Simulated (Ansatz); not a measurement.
`FB(O[SiH3])O[SiH3]` + `CC(C)CO` → `OCB(F)O[SiH3]` + `CC(C)O[SiH3]`  (formal exchange of groups at a B–O bond)

Gas-phase electronic energies from Ansatz, PBE0-D4/def2-TZVP geometries. CCSD(T)/CBS is the MP2 limit (def2-TZVPP, def2-QZVPP) plus CCSD(T) − MP2 in def2-TZVPP, frozen cores. Functionals use def2-TZVPP. B3LYP here is the variant with VWN-RPA as its local correlation; programs differ in this. Each species was taken in one conformer, which may not be the lowest.

```csv
level,ΔE (kJ/mol),difference from CCSD(T)/CBS
PBE-D4,151.7,-13.6
PBE0-D4,158.4,-6.9
ωB97X-V,157.3,-8.0
ωB97M-V,159.4,-5.9
B2PLYP,163.9,-1.4
PBE,154.1,-11.2
PBE0,160.6,-4.7
B3LYP,160.4,-4.9
MP2/def2-TZVPP,170.6,5.3
CCSD/def2-TZVPP,167.4,2.1
CCSD(T)/def2-TZVPP,165.8,0.5
HF/def2-QZVPP,174.1,8.8
MP2/def2-QZVPP,170.5,5.2
SCS-MP2/def2-QZVPP,168.8,3.5
HF/CBS(def2),174.2,8.9
CCSD/CBS(def2),166.8,1.5
CCSD(T)/CBS,165.3,0
```

Largest T1 diagnostic among the species: 0.012.

From PBE to PBE0 (25 % exact exchange), in def2-TZVPP and without D4, ΔE moves by +6.5 kJ/mol. The D4 term adds −3.8 kJ/mol with B3LYP and −2.2 kJ/mol with PBE0; it sums over pairs of atoms, weighted by their polarisabilities, and B3LYP, whose exchange is more repulsive, gets the larger term.

CCSD(T)/CBS has its own doubt, a few kJ/mol and more with outer-core shells, so smaller differences from it don't rank the levels.
